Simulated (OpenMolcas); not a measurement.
# What dynamic correlation does to the levels of Ru III

```yaml
Program: OpenMolcas 26.06
Basis: ANO-RCC-VTZP [7s6p4d2f1g]
Scalar_Hamiltonian: DKH2, point nucleus
Active_space: 6 electrons in 10 orbitals (4d 5d)
State_averaging: 2S+1 = 5 even, 5 roots; 2S+1 = 3 even, 45 roots; 2S+1 = 1 even, 49 roots
Spin-orbit_coupling: state interaction with AMFI integrals over the reference wave functions, term energies averaged over their components
```

Methods on the same reference wave functions:
A. CASSCF
B. SS-CASPT2, IPEA 0.25 Eh, imaginary shift 0.1 Eh (closed shells correlated: 4s 4p)
C. MS-CASPT2, IPEA 0.25 Eh, imaginary shift 0.1 Eh (closed shells correlated: 4s 4p)
D. XMS-CASPT2, IPEA 0.25 Eh, imaginary shift 0.1 Eh (closed shells correlated: 4s 4p)

Energies in cm-1 above 4d6 5D4, the measured ground level; measured values from Moore, Atomic Energy Levels, vol. III, NSRDS-NBS 35 (1971 reprint of NBS Circular 467, 1958).

```json
{"Level": "4d6 5D4", "A": "0.0", "B": "0.0", "C": "0.0", "D": "0.0", "Measured": "0.0"}
{"Level": "4d6 5D3", "A": "1102", "B": "1112", "C": "1111", "D": "1106", "Measured": "1159"}
{"Level": "4d6 5D2", "A": "1777", "B": "1767", "C": "1767", "D": "1769", "Measured": "1826"}
{"Level": "4d6 5D1", "A": "2207", "B": "2190", "C": "2190", "D": "2200", "Measured": "2266"}
{"Level": "4d6 5D0", "A": "2415", "B": "2390", "C": "2400", "D": "2400", "Measured": "2476"}
{"Level": "4d6 3H6", "A": "17503", "B": "16270", "C": "16270", "D": "17090", "Measured": ""}
{"Level": "4d6 3H5", "A": "17873", "B": "16490", "C": "16480", "D": "17310", "Measured": ""}
{"Level": "4d6 3P2(1)", "A": "18600", "B": "15940", "C": "15930", "D": "16780", "Measured": ""}
{"Level": "4d6 3F4(1) [54 %]", "A": "19871", "B": "17900", "C": "17910", "D": "18760", "Measured": ""}
{"Level": "4d6 3F3(1)", "A": "20295", "B": "17950", "C": "17950", "D": "18820", "Measured": ""}
{"Level": "4d6 3F2(1)", "A": "20825", "B": "18470", "C": "18440", "D": "19340", "Measured": ""}
{"Level": "4d6 3P1(1)", "A": "21909", "B": "19250", "C": "19210", "D": "20070", "Measured": ""}
{"Level": "4d6 3G5", "A": "22204", "B": "19830", "C": "19820", "D": "20640", "Measured": ""}
{"Level": "4d6 3P0(1)", "A": "22727", "B": "19960", "C": "19930", "D": "20820", "Measured": ""}
{"Level": "4d6 3G4", "A": "23278", "B": "20800", "C": "20790", "D": "21620", "Measured": ""}
{"Level": "4d6 3G3", "A": "23559", "B": "21040", "C": "21020", "D": "21860", "Measured": ""}
{"Level": "4d6 1I6", "A": "26784", "B": "24990", "C": "24990", "D": "25750", "Measured": ""}
{"Level": "4d6 3D2", "A": "27947", "B": "23560", "C": "23570", "D": "24410", "Measured": ""}
{"Level": "4d6 3D1", "A": "28068", "B": "23700", "C": "23710", "D": "24570", "Measured": ""}
{"Level": "4d6 3D3", "A": "28337", "B": "23930", "C": "23920", "D": "24780", "Measured": ""}
{"Level": "4d6 1G4(1)", "A": "28827", "B": "26300", "C": "26290", "D": "26650", "Measured": ""}
{"Level": "4d6 1S0", "A": "33102", "B": "28900", "C": "28830", "D": "29900", "Measured": ""}
{"Level": "4d6 1D2(1)", "A": "34759", "B": "30320", "C": "30310", "D": "30570", "Measured": ""}
{"Level": "4d6 1F3", "A": "38977", "B": "33160", "C": "33160", "D": "34020", "Measured": ""}
```

Deviations, from unrounded energies. A percentage is the sum of absolute deviations over the sum of measured energies, with the sign that they share, or ± where signs differ.

```
                  Against measurement  Levels     A     B     C     D
       mean absolute deviation (cm-1)       4    57    66    64    63
fine structure of the ground term (%)       4  -2.9  -3.4  -3.3  -3.2
```

A, C, D lie about equally close to measurement and B furthest from it. The largest miss of A in the table is 4d6 5D0, by -61 cm-1. The ranking rests on the paired levels alone, and a cruder setting can come out closer through cancelling errors.

Among B to D the level of the table that moves most is 4d6 1S0, by 1100 cm-1 (lowest in C, highest in D). Moves below CASPT2's spread within the term are not significant.

The two smallest mean deviations differ by little beside CASPT2's spread within terms, so their order carries little weight.

From A to B the spin-free energies of the other terms of 4d6 shown, above 5D, scale by factors of 0.84 to 0.93, as is usual when dynamic correlation screens the repulsion within a d or f shell.

The lowest spin-free term lies below A's lowest term by 0.390 hartree in B, 0.390 hartree in C, 0.395 hartree in D.

CASPT2 breaks the degeneracy within a term, and the mean is taken; among the terms shown or strongly mixed into the levels shown the widest spread is 1500 cm-1 (4d6 1I, D). Active for correlation alone: 5d; no level in the range computed is led by a configuration that fills it, so any true level of that kind is missing. Without dynamic correlation excited terms often stand tens of per cent too high (terms of higher spin than the ground term too low), and those without a measured partner can miss by more than the paired ones (holds for A). The CASPT2 spread within a term exceeds the gap to the next term for 4d6 3D and 4d6 1I, 4d6 1I and 4d6 1G(1), so the order of their levels is uncertain (holds for C; D). Computed and measured levels are paired by configuration, term and J; levels that our copy of the source lacks, or whose pairing is in doubt (as where it misses far off the trend of its configuration), stay unpaired and out of the deviations. Only configurations of the active space appear. Levels that lie high or do not pair safely by name in every column are left out.

A share in square brackets marks a mixed level and gives the weight of the term that names it, the lowest over the columns. A number in round brackets counts repeated terms of one configuration in the order of the reference energies.
